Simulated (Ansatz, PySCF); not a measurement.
Dissociation curve of CLi (anion, charge -1), lowest singlet found (which spin is the ground state isn't settled by this scan). Each curve is given relative to its own lowest point between 1.77 and 2.56 Å, where full CI is lowest.

| R / Å | A | B | C | D |
|---|---|---|---|---|
| 1.61 | 0.791 | 0.251 | 0.091 | 1.278 |
| 1.70 | 0.492 | 0.190 | 0.002 | 0.120 |
| 1.77 | 0.281 | 0.204 | 0.000 | 0.331 |
| 1.85 | 0.125 | 0.268 | 0.051 | 0.234 |
| 1.93 | 0.038 | 0.369 | 0.142 | 0.134 |
| 2.00 | 0.005 | 0.477 | 0.245 | 0.070 |
| 2.04 | 0.000 | 0.546 | 0.310 | 0.044 |
| 2.14 | 0.021 | 0.731 | 0.490 | 0.006 |
| 2.21 | 0.058 | 0.869 | 0.624 | 0.000 |
| 2.32 | 0.138 | 1.090 | 0.840 | 0.018 |
| 2.41 | 0.216 | 1.271 | 1.018 | 0.055 |
| 2.56 | 0.358 | 0.000 | — | 0.160 |
| 2.76 | 0.547 | 0.234 | — | 0.353 |

Energies in eV.

Question: Which curve belongs to which method? The methods are CCSD(T) on RHF/aug-cc-pVDZ, frozen core (Ansatz, an electronic-structure program); restricted B3LYP/aug-cc-pVDZ run with Ansatz; restricted B3LYP/3-21G run with PySCF; restricted B3LYP/6-31G*, spherical d run with PySCF.

Answer: A is RKS-B3LYP; B is RKS-B3LYP/6-31G*; C is RKS-B3LYP/3-21G; D is RCCSD(T).

A dash means that the run gave no value there, or that the column was ended at a point which the program doubted or which failed a test of continuity chosen for this set; such a test can also cut sound points.

The scan ran from 1.46 to 6.92 Å; beyond the distances shown full CI changes its symmetry label. The T1 diagnostic of CCSD on the restricted reference of RCCSD(T) exceeds 0.045 at 1.61 to 2.76 Å. Where the anion isn't bound against loss of the electron, the finite basis alone holds it. At the minimum RCCSD(T) lies far from FCI: another state is possible. The restricted form behind RKS-B3LYP/3-21G, RKS-B3LYP, RKS-B3LYP/6-31G* keeps the bonding electrons paired and can't separate into open-shell fragments.
